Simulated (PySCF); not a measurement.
# Reading the logs of faulty runs: AlGeH6NO

All numbers below are calculated, not measured. The program is PySCF 2.14.0, an open-source quantum chemistry code, run on an isolated molecule that a program drew, which may never have been made. The molecule is AlGeH6NO (charge 0, singlet), drawn as the SMILES string `[NH2][Al]([OH])[GeH3]`.

Each row is a Hartree-Fock (HF) and frozen-core CCSD(T) single point in the cc-pV(D+d)Z basis, meant for a local HF minimum. Run 1 is clean. Each other run has one planted mistake out of seven kinds, and not every kind appears here: one electron removed, one electron added, multiplicity raised by two, geometry at a saddle point, minimal basis STO-3G, one bond length entered in bohr, all coordinates scaled. The reference is restricted for singlets and unrestricted otherwise, and also for a bond in bohr. Adding or removing an electron swaps singlet and doublet. Electrons count all cores. HOMO and LUMO are orbital energies over both spins, the gradient is its largest component, and the lowest frequency (negative if imaginary) is given only where the gradient is small. Bond lengths are over the 9 bonds as drawn. T1 is the CCSD diagnostic: over 0.02 (restricted) or 0.045 (unrestricted) a single reference is doubtful. Germanium has the cc-pVDZ-PP basis, with a core potential (ECP10MDF) in place of its 10 inner electrons, and its 3s, 3p and 3d shells are frozen in CCSD(T).

Geometry of the clean run:
```xyz
10
AlGeH6NO, angstrom
N     0.1948   -1.0601   -2.4374
Al    0.4613   -0.1450   -0.9614
O     1.4473    1.2226   -1.0883
Ge   -0.5759   -0.8460    1.1943
H     0.5830   -0.8265   -3.3325
H    -0.3623   -1.8897   -2.5138
H     1.7130    1.8399   -0.4294
H     0.4732   -1.0600    2.2996
H    -1.3624   -2.1614    1.0661
H    -1.5590    0.2089    1.7323
```

```
run,electrons,basis functions,<S^2>,HOMO (eV),LUMO (eV),gradient (hartree/bohr),lowest frequency (cm^-1),mean bond (Å),longest bond (Å),T1,HF (hartree),CCSD(T) (hartree),mistake
1,66,104,0.000,-10.13,2.49,2.4e-05,29,1.5003,2.493,0.0138,-668.20934,-668.78960,no fault
2,66,104,0.870,-8.51,0.96,5.6e-03,-,1.6525,2.908,0.0360,-668.11404,-668.67953,one bond length entered in bohr
3,66,104,2.049,-3.92,-0.83,1.2e-01,-,1.5003,2.493,0.0196,-668.02582,-668.57519,multiplicity raised by two
4,66,104,0.000,-10.15,2.63,2.2e-02,-,1.4658,2.435,0.0132,-668.20399,-668.78041,all coordinates scaled
5,65,104,0.758,-14.89,-6.53,9.4e-02,-,1.5003,2.493,0.0192,-667.90283,-668.44142,?
6,67,104,0.770,1.54,7.64,3.9e-02,-,1.5003,2.493,0.0143,-668.13466,-668.72548,?
```

**Which mistake was planted in run 5, and what did it cost?**

It counts 65 electrons, one fewer than the clean run, at the same geometry and basis. So the mistake is: one electron removed. Subtracting run 1 and multiplying by 627.51 kcal/mol a hartree, the energy moved by 192.3 kcal/mol in HF and 218.5 kcal/mol in CCSD(T).

**Which mistake was planted in run 6, and what did it cost?**

It counts 67 electrons, one more than the clean run, at the same geometry and basis. So the mistake is: one electron added. Subtracting run 1 and multiplying by 627.51 kcal/mol a hartree, the energy moved by 46.9 kcal/mol in HF and 40.2 kcal/mol in CCSD(T).

Cautions from the logs. Run 6: the HOMO is above zero, so the electron isn't bound and the energy depends on the basis.
